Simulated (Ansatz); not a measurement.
Mulliken charges of `F[SiH2]CBr` from r2SCAN/def2-TZVPP in Ansatz (PBE0-D4/def2-TZVP geometry).

| atom | x (Å) | y (Å) | z (Å) | charge (e) |
| --- | --- | --- | --- | --- |
| F1 | -1.766 | 0.703 | -0.730 | -0.322 |
| Si2 | -0.285 | 0.866 | -0.159 | 0.590 |
| C3 | 0.360 | -0.809 | 0.354 | -0.198 |
| Br4 | 0.516 | -1.968 | -1.198 | -0.126 |
| H5 | 0.571 | 1.450 | -1.215 | -0.076 |
| H6 | -0.355 | 1.748 | 1.033 | -0.090 |
| H7 | -0.302 | -1.310 | 1.060 | 0.113 |
| H8 | 1.354 | -0.737 | 0.799 | 0.110 |

Q: By hand: the dipole of these point charges (1 e Å = 4.8032 D).

A: Σ q r = (0.368, 0.196, 0.429) e Å, of length 0.598 e Å = 2.87 D.

Q: How does the dipole of the full density compare? (An estimate is asked.)

A: Ansatz gave: (0.227, 0.138, 0.385) e Å, 2.25 D; the point charges give 1.28 times that, at 10° from its direction.

Point charges leave out the atoms' own dipoles, such as those of lone pairs, and Mulliken's split depends on the basis, so the two needn't agree.
